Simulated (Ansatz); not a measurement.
```yaml
crystal:
  periodic: [false, false, false]
  atoms:
    - {symbol: C, position_ang: [-0.835197, -0.078972, 1.392545]}
    - {symbol: C, position_ang: [0.472553, -0.428561, 1.495373]}
    - {symbol: C, position_ang: [1.333742, -0.768469, 0.397361]}
    - {symbol: C, position_ang: [1.245584, -0.250035, -0.838597]}
    - {symbol: C, position_ang: [0.327974, 0.892107, -1.137989]}
    - {symbol: C, position_ang: [-1.067834, 0.368684, -1.020454]}
    - {symbol: C, position_ang: [-1.580755, 0.010867, 0.168265]}
    - {symbol: H, position_ang: [-1.400966, 0.003716, 2.316422]}
    - {symbol: H, position_ang: [0.863107, -0.601104, 2.494463]}
    - {symbol: H, position_ang: [2.094284, -1.520155, 0.591487]}
    - {symbol: H, position_ang: [1.859865, -0.655013, -1.636927]}
    - {symbol: H, position_ang: [0.516286, 1.304881, -2.128944]}
    - {symbol: H, position_ang: [0.482423, 1.687257, -0.397904]}
    - {symbol: H, position_ang: [-1.678178, 0.291339, -1.914985]}
    - {symbol: H, position_ang: [-2.632888, -0.256532, 0.219875]}
basis:
  gaussian: {orbitals: cc-pVDZ}
total_charge: 1
magnetization: {spin_polarized: true, initial_magnetization: 1}
hamiltonian: {xc: {name: wB97M-V}}
```

```sh
$ ansatz run in.yaml --threads 2 --pin off --events-out ev --progress --plain --max-ram 32768MiB --backend cpu
```

It prints (some lines left out):

```
Functional definition: wB97M-V
1724 factors; their error is unknown
433 factors; integrals over basis functions are off by at most 5.3e-6 eV
mean field evaluation 1: about -7371.1271 eV, gradient 3.2e1 eV
mean field evaluation 2: about -7374.4945 eV, gradient 2.2e1 eV
mean field evaluation 4: about -7376.7626 eV, gradient 6.4e-1 eV
mean field evaluation 8: about -7376.7868 eV, gradient 8.4e-2 eV
mean field evaluation 16: about -7376.7392 eV, gradient 3.2e-3 eV
mean field -7376.73917927 eV, -271.0901647049 hartree, gradient 2.6e-5 eV, S^2 0.779044; 2 other end points of the search recorded, 0 dependent functions left out
reference -7376.73922266 eV, -271.0901662992 hartree; 25, 24 occupied and 113, 114 virtual orbitals, 1724 factors
Total energy: -7376.73922266 eV, -271.0901662992 hartree
```

Run time 28 s (2 threads of an AMD EPYC 7R13 on a shared host); peak host memory 0.85 GiB.
